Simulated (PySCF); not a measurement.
Positional isomers: furan mercapto+boryl. Isolated molecules, 0 K electronic values unless said otherwise. One relaxed conformer stands for each flexible species; it need not be the lowest. Strings in code marks are SMILES.

The numbers are results of PBE0-D3(BJ)/def2-TZVP // PBE0-D3(BJ)/def2-SVP (PySCF), not measurements. Delta-SCF ions had no search for a lower state. 

| species | HOMO–LUMO gap (eV) | vertical ionisation energy (Delta-SCF) (eV) |
|---|---|---|
| `Bc1cc(S)co1` | 5.03 | 8.99 |
| `Bc1ccc(S)o1` | 4.68 | 8.33 |
| `c1(ccoc1S)B` | 4.66 | 8.27 |
| `o1cc(B)cc1S` | 5.16 | 8.81 |
| `Bc1cocc1S` | 4.53 | 8.33 |
| `Bc1occc1S` | 4.70 | 8.57 |
